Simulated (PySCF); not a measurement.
## SMILES CB(C)c1cnccn1, C₆H₉BN₂

Geometry:
```csv
atom,x (Å),y (Å),z (Å)
C1,-2.017,-1.217,0.522
B2,-1.204,-0.004,-0.063
C3,-1.898,1.120,-0.899
C4,0.374,0.040,0.086
C5,1.123,-1.040,0.585
N6,2.449,-1.027,0.695
C7,3.055,0.091,0.314
C8,2.338,1.185,-0.181
N9,1.020,1.160,-0.300
H10,-3.083,-0.993,0.675
H11,-1.974,-2.025,-0.235
H12,-1.605,-1.647,1.447
H13,-2.919,1.358,-0.566
H14,-1.287,2.030,-0.984
H15,-1.998,0.715,-1.926
H16,0.618,-1.958,0.905
H17,4.148,0.129,0.399
H18,2.858,2.100,-0.487
```

Level of theory: PySCF 2.14.0, quadratic response CAM-B3LYP/aug-cc-pVDZ first hyperpolarisability, Taylor convention, gas phase. Geometry: PBE0-D3(BJ)/def2-SVP.

Question: Give the tensor of the second harmonic β(−2ω;ω,ω) at 1064 nm in the axes of these coordinates.

Answer: In au, Taylor convention; rows are the first index (the induced dipole):
```
       xx     yy     zz     xy     xz     yz
x  +362.3  -53.5   -9.1  -41.8  +41.4  +20.3
y   -43.3   -9.8  +18.0  -50.4  +19.0   -2.8
z   +41.6   -3.2   +5.5  +19.4   -8.2  +18.2
```
Norm of βᵢ = ⅓ Σⱼ (βᵢⱼⱼ + βⱼᵢⱼ + βⱼⱼᵢ): 307.4 au, hyper-Rayleigh value 147.5 au.
